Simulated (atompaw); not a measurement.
## Reading a pseudo-wave (tin)

Columns: radius, all-electron u(r) and pseudo u(r) of the 4d shell (level -25.84 eV) of tin in the configuration [Kr] 4d10 5s2 5p2; PBE, scalar-relativistic, PAW (atompaw) scheme, atompaw 4.2.0.5.

```json
{"r (bohr)": "0.112", "all-electron": "-0.3497", "pseudo": "0.0106"}
{"r (bohr)": "0.223", "all-electron": "-0.5309", "pseudo": "0.0771"}
{"r (bohr)": "0.335", "all-electron": "-0.2180", "pseudo": "0.2289"}
{"r (bohr)": "0.446", "all-electron": "0.2371", "pseudo": "0.4485"}
{"r (bohr)": "0.558", "all-electron": "0.6246", "pseudo": "0.6892"}
{"r (bohr)": "0.669", "all-electron": "0.8757", "pseudo": "0.8863"}
{"r (bohr)": "0.781", "all-electron": "1.0026", "pseudo": "1.0030"}
{"r (bohr)": "0.892", "all-electron": "1.0350", "pseudo": "1.0350"}
{"r (bohr)": "1.004", "all-electron": "1.0064", "pseudo": "1.0064"}
{"r (bohr)": "1.115", "all-electron": "0.9432", "pseudo": "0.9432"}
{"r (bohr)": "1.227", "all-electron": "0.8620", "pseudo": "0.8620"}
{"r (bohr)": "1.338", "all-electron": "0.7754", "pseudo": "0.7754"}
{"r (bohr)": "1.450", "all-electron": "0.6887", "pseudo": "0.6887"}
{"r (bohr)": "1.562", "all-electron": "0.6066", "pseudo": "0.6066"}
{"r (bohr)": "1.673", "all-electron": "0.5317", "pseudo": "0.5317"}
{"r (bohr)": "1.785", "all-electron": "0.4635", "pseudo": "0.4635"}
{"r (bohr)": "1.896", "all-electron": "0.4031", "pseudo": "0.4031"}
{"r (bohr)": "2.008", "all-electron": "0.3493", "pseudo": "0.3493"}
{"r (bohr)": "2.119", "all-electron": "0.3025", "pseudo": "0.3025"}
{"r (bohr)": "2.231", "all-electron": "0.2613", "pseudo": "0.2613"}
{"r (bohr)": "2.342", "all-electron": "0.2256", "pseudo": "0.2256"}
{"r (bohr)": "2.454", "all-electron": "0.1944", "pseudo": "0.1944"}
{"r (bohr)": "2.565", "all-electron": "0.1676", "pseudo": "0.1676"}
{"r (bohr)": "2.677", "all-electron": "0.1442", "pseudo": "0.1442"}
{"r (bohr)": "2.788", "all-electron": "0.1242", "pseudo": "0.1242"}
{"r (bohr)": "2.900", "all-electron": "0.1067", "pseudo": "0.1067"}
```

(1) How many radial nodes do the two functions have?

(2) At about which radius was the pseudo-wave matched?

(3) Where does each function peak?

(4) Is the pseudo-wave norm-conserving?

Answers

(1) The all-electron 4d function has n − l − 1 = 1; the pseudo-wave has 0, since the states of the same l below it are removed with the core.

(2) 0.90 bohr. The columns agree to 0.0005 from 0.78 bohr on; several derivatives are matched, so the curves merge somewhat inside the radius.

(3) Outermost all-electron maximum near 0.89 bohr, pseudo maximum near 0.89 bohr (to the table’s step).

(4) No, it belongs to a PAW set: the norm inside the radius is not constrained, and the difference is carried by the augmentation charge.
